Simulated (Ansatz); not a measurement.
## Two structures, one formula

The two ends of one reaction step of BH$_{5}$SeO, closed shell (PBE0-D4/def2-TZVP).

A:

B1  (-0.138, -0.675, -0.014)
O2  (0.156, 0.592, -1.094)
H3  (0.812, -1.387, -0.130)
H4  (-1.210, -1.097, -0.354)
H5  (0.084, 1.370, -0.511)
Se6  (-0.292, 0.269, 1.763)
H7  (-0.555, 0.644, -1.744)
H8  (1.141, 0.284, 2.085)
(Å)

B:

B1  (-0.032, -0.784, -0.783)
O2  (-0.161, 0.105, -1.796)
H3  (1.079, -0.995, -0.389)
H4  (-0.981, -1.403, -0.381)
H5  (0.986, 1.654, 1.204)
Se6  (-0.270, 1.128, 1.747)
H7  (-1.068, 0.212, -2.090)
H8  (0.448, 0.084, 2.487)
(Å)

Program: Ansatz 0.2.0. Basis: def2-TZVPP. Cores are frozen in the correlated methods. Filled d shells of the heavier atoms are correlated. The def2 sets are not built for correlating such inner shells, so the correlated values are less sure here. B3LYP uses VWN-RPA correlation.

Problem. Which structure is lower at CCSD(T), and by how much? (Judge from chemistry; the value comes from the calculation.)

Solution. The calculation gives: B, by 25.4 kJ/mol (electronic energy, against the other). By their contacts, A is BH₅SeO ([OH2][BH2][SeH]) and B is a complex of BH₃O ([BH2][OH]) + H₂Se.

Problem. Do the other methods give the same order? (Judge from chemistry; the calculation decides.)

Solution. By the calculation: Not all: SPW92 gives the other order.

```
      method  E(B) − E(A) (kJ/mol)
       SPW92                   8.7
      PBE-D4                 -14.9
     BLYP-D4                 -37.5
   r2SCAN-D4                 -20.4
      B97M-V                 -30.7
     PBE0-D4                 -14.5
    B3LYP-D4                 -35.2
  r2SCAN0-D4                 -18.6
    BHLYP-D4                 -36.6
CAM-B3LYP-D4                 -33.4
     wB97X-V                 -25.9
     wB97M-V                 -25.2
      B2PLYP                 -32.3
    PBE-QIDH                 -14.5
  RPA on PBE                 -31.9
          HF                 -62.6
         MP2                 -18.0
        CCSD                 -30.6
     CCSD(T)                 -25.4
```

T1 diagnostic: at most 0.011.

Labels in which every atom is bracketed show which atoms are joined, not bond orders.

For scale, one of the runs: CCSD(T)/def2-TZVPP, 180 basis functions, launched by `ansatz run in.yaml --threads 4 --pin off --events-out ev --progress --plain --max-ram 9574MiB`. Time: 43 s of wall clock on 4 CPU threads of an Arm Neoverse V1; the host was shared. Peak host memory: 1.8 GiB.
